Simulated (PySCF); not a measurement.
C₁₀H₉NS, SMILES Cc1csc(-c2ccccn2)c1.

The structure is a stationary point at PBE0-D3(BJ)/def2-SVP. Other conformers were not sampled.

Computed with PBE/def2-SVP (PySCF).

Isolated molecule, no solvent.

```yaml
total_energy: -838.25711 hartree
point_group: Cs
highest_occupied_level: -5.24 eV
lowest_empty_level: -2.06 eV
orbital_gap: 3.19 eV
dipole_moment: 2.06 D
quadrupole, principal values (traceless, Buckingham form, about the centre of nuclear charge): -13.18, -1.38, 14.57 D·Å
mean_static_polarisability: 137.5 bohr³ (20.37 Å³)
polarisability_principal_values: 59.5, 132.2, 220.7 bohr³
```
